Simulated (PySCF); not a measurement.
Ti(Cl)3(OMe) (CH₃Cl₃OTi), SMILES C[O][Ti]([Cl])([Cl])[Cl], multiplicity 1.

Coordinates come from a PBE0-D3(BJ)/def2-SVP optimisation. The spin state was assumed, not searched. Other conformers were not sampled.

Two levels are set side by side: PBE/def2-TZVP (PySCF) and B3LYP/def2-TZVP (PySCF). Same geometry, gas phase. Differences are taken from unrounded values.

```
quantity                     B3LYP    PBE  PBE minus B3LYP
---------------------------  -----  -----  ---------------
orbital gap (eV)              5.68   4.00            -1.68
highest occupied level (eV)  -8.78  -7.68             1.10
lowest empty level (eV)      -3.10  -3.68            -0.58
dipole moment (D)             3.70   3.74             0.04
mean polarisability (bohr³)   92.4   95.8              3.4
```

PBE's occupied levels lie high since its potential decays too fast outside the molecule; exact exchange lowers them and widens the gap. Loosely held outer electrons make PBE densities more polarisable. Differences between two approximate levels are no errors against the true value.

Rough cost on one machine, each run with all the roots and properties that it gave: B3LYP against PBE within a factor of 2.
